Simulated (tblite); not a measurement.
Species: BH9N2Si2.
Bonds: B1–N2, N2–Si3, N2–Si4, Si4–N5. Hydrogens: H6, H7 on B1; H8, H9, H10 on Si3; H11, H12 on Si4; H13, H14 on N5.

Computed with GFN2-xTB (tblite), gas phase: L-BFGS steps from a force-field or distance-geometry start until the largest atomic force falls under 0.01 eV/Å.

Step 1: E = -413.3761 eV
```
atom  x, y, z in Å  |  force x, y, z in eV/Å
B1     -1.4887    1.3478    0.1193    0.195   0.361   0.685
N2     -0.5976    0.4204    0.7811   -0.420  -0.238  -1.939
Si3    -1.2223   -1.2411    0.7071   -0.255  -0.012   0.427
Si4     1.0505    0.6112    0.1394    0.437  -0.206   0.494
N5      2.0960   -0.8151    0.3467   -0.044   1.144  -0.153
H6     -2.6808    1.2969    0.1944    0.618  -0.166   0.068
H7     -1.0076    2.2732   -0.4484   -0.220  -0.162   0.185
H8     -0.4851   -2.0512   -0.2726   -0.127   0.110   0.053
H9     -2.6598   -1.1636    0.3814    0.237  -0.107  -0.066
H10    -1.1453   -1.8395    2.0405    0.190   0.059   0.088
H11     1.7047    1.6878    0.8922   -0.217   0.162   0.054
H12     1.0134    0.9715   -1.2895    0.071  -0.222   0.122
H13     2.6991   -0.8423   -0.4736   -0.112  -0.355   0.287
H14     2.7228   -0.6566    1.1398   -0.352  -0.366  -0.305
```

Step 2: E = -413.5515 eV
```
atom  x, y, z in Å  |  force x, y, z in eV/Å
B1     -1.4796    1.3574    0.1458   -0.429   0.906  -0.156
N2     -0.6152    0.4155    0.7114    0.538  -1.018  -0.867
Si3    -1.2319   -1.2416    0.7238   -0.007  -0.069  -0.102
Si4     1.0673    0.6022    0.1596   -0.350   0.627  -0.302
N5      2.0990   -0.7733    0.3402   -0.321   0.120  -0.043
H6     -2.6593    1.2912    0.1963    0.273  -0.140   0.174
H7     -1.0154    2.2675   -0.4425   -0.078   0.096   0.173
H8     -0.4890   -2.0479   -0.2714   -0.188   0.149   0.187
H9     -2.6510   -1.1672    0.3791    0.000  -0.102  -0.059
H10    -1.1389   -1.8371    2.0426    0.207  -0.002   0.331
H11     1.6971    1.6930    0.8934   -0.170   0.281   0.204
H12     1.0157    0.9642   -1.2870    0.116  -0.252   0.363
H13     2.6925   -0.8546   -0.4599    0.228  -0.347  -0.352
H14     2.7081   -0.6697    1.1264    0.179  -0.250   0.447
```

Step 3: E = -413.6285 eV
```
atom  x, y, z in Å  |  force x, y, z in eV/Å
B1     -1.4820    1.3742    0.1546   -0.105   0.392  -0.116
N2     -0.6142    0.3988    0.6702    0.299  -0.560  -0.639
Si3    -1.2359   -1.2431    0.7292    0.062  -0.224  -0.202
Si4     1.0683    0.6086    0.1638   -0.357   0.709  -0.492
N5      2.0979   -0.7552    0.3362   -0.133  -0.157   0.059
H6     -2.6469    1.2869    0.1997   -0.030  -0.102   0.219
H7     -1.0195    2.2672   -0.4376    0.022   0.334   0.101
H8     -0.4934   -2.0445   -0.2682   -0.174   0.093   0.184
H9     -2.6476   -1.1702    0.3772   -0.111  -0.093  -0.053
H10    -1.1332   -1.8362    2.0483    0.196   0.014   0.338
H11     1.6913    1.6992    0.8969   -0.165   0.324   0.255
H12     1.0183    0.9577   -1.2812    0.129  -0.189   0.283
H13     2.6922   -0.8649   -0.4584    0.205  -0.311  -0.392
H14     2.7042   -0.6790    1.1272    0.161  -0.231   0.455
```

Task: Estimate the geometry and energy of step 4. (The exact step hangs on the optimiser's Hessian estimate; all steps are aligned on step 3, rigid shifts and turns removed.)

Result: E = -413.7213 eV, largest force 0.632 eV/Å
```
atom  x, y, z in Å  |  force x, y, z in eV/Å
B1     -1.4817    1.4013    0.1701    0.231  -0.376  -0.146
N2     -0.6127    0.3681    0.5876   -0.150   0.150  -0.213
Si3    -1.2412   -1.2524    0.7344    0.075  -0.318  -0.143
Si4     1.0646    0.6330    0.1605    0.093   0.327  -0.399
N5      2.0980   -0.7290    0.3314    0.173  -0.253   0.042
H6     -2.6304    1.2780    0.2103   -0.359  -0.023   0.276
H7     -1.0248    2.2765   -0.4286    0.137   0.615   0.045
H8     -0.5037   -2.0378   -0.2595   -0.057  -0.110   0.061
H9     -2.6451   -1.1771    0.3731   -0.229  -0.086  -0.021
H10    -1.1198   -1.8338    2.0642    0.160   0.093   0.224
H11     1.6781    1.7168    0.9084   -0.186   0.330   0.283
H12     1.0256    0.9439   -1.2676    0.147   0.001  -0.129
H13     2.6939   -0.8883   -0.4620   -0.033  -0.175  -0.129
H14     2.6987   -0.6996    1.1357   -0.002  -0.175   0.250
```

The energy changes by -0.0928 eV. The first-order estimate −F·Δx gives -0.1500 eV and the mean of the old and new forces, exact on a quadratic surface, -0.0922 eV. The step makes an angle of 46° with the force vector and moves no atom by more than 0.088 Å.

What follows is the cost of the whole relaxation. Time: 1.3 s wall. Hardware: Intel Xeon at 2.50 GHz, one thread, shared host with 64 logical CPUs at a one-minute load of 58.
